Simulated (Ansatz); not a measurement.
A further run on Cd5NiSe4Cl4.

```yaml
crystal:
  periodic: [false, false, false]
  atoms:
    - {symbol: Se, position_ang: [-1.888876, 2.198755, -1.176250]}
    - {symbol: Se, position_ang: [1.650570, -1.228798, -2.077068]}
    - {symbol: Se, position_ang: [-1.256068, -1.187324, 1.394924]}
    - {symbol: Se, position_ang: [2.029243, 1.856249, 1.786235]}
    - {symbol: Ni, position_ang: [-2.300446, 0.044555, -0.254304]}
    - {symbol: Cd, position_ang: [-0.138606, -2.587597, -0.583074]}
    - {symbol: Cd, position_ang: [-0.181863, 0.580656, -2.362453]}
    - {symbol: Cd, position_ang: [0.220785, 2.695472, 0.169271]}
    - {symbol: Cd, position_ang: [2.364859, 0.434544, -0.315779]}
    - {symbol: Cd, position_ang: [0.208697, 0.278908, 2.953403]}
    - {symbol: Cl, position_ang: [-2.262818, -1.273434, -2.112242]}
    - {symbol: Cl, position_ang: [-0.215070, -4.925789, -0.713937]}
    - {symbol: Cl, position_ang: [1.800752, 2.579685, -1.977570]}
    - {symbol: Cl, position_ang: [-0.031148, 0.534107, 5.268843]}
basis:
  gaussian: {orbitals: def2-mTZVPP, fitting: {mean_field: def2-universal-jkfit}}
magnetization: {spin_polarized: true, initial_magnetization: 2}
hamiltonian: {xc: {name: revPBE0}}
```

```sh
$ ansatz run in.yaml --threads 2 --pin off --events-out ev --progress --plain --max-ram 32768MiB --backend cuda --devices 0, --max-vram 18GiB
```

Shortened log:

```
Functional definition: revPBE0
3115 factors; integrals over basis functions are off by at most 5.2e-1 eV
mean field evaluation 1: about -375314.9700 eV, gradient 1.0e2 eV
mean field evaluation 2: about -374259.2051 eV, gradient 3.8e2 eV
mean field evaluation 4: about -375326.6992 eV, gradient 7.5e1 eV
mean field evaluation 8: about -375326.7109 eV, gradient 7.5e1 eV
mean field evaluation 16: about -375349.9544 eV, gradient 3.6e-4 eV
mean field evaluation 32: about -375349.6686 eV, gradient 3.0e0 eV
mean field -375349.95442787 eV, -13793.8564038872 hartree, gradient 1.9e-5 eV, S^2 2.007956; 6 other end points of the search recorded, 0 dependent functions left out
reference -375349.95448980 eV, -13793.8564061633 hartree; 167, 165 occupied and 283, 285 virtual orbitals, 3115 factors
Total energy: -375349.95448980 eV, -13793.8564061633 hartree
```

It took 29 s on 2 threads of AMD EPYC 7R13 on a shared host and a share (18 GiB) of an NVIDIA H100 80GB HBM3.

In the def2 sets Cd takes a core potential; there is no spin–orbit coupling.
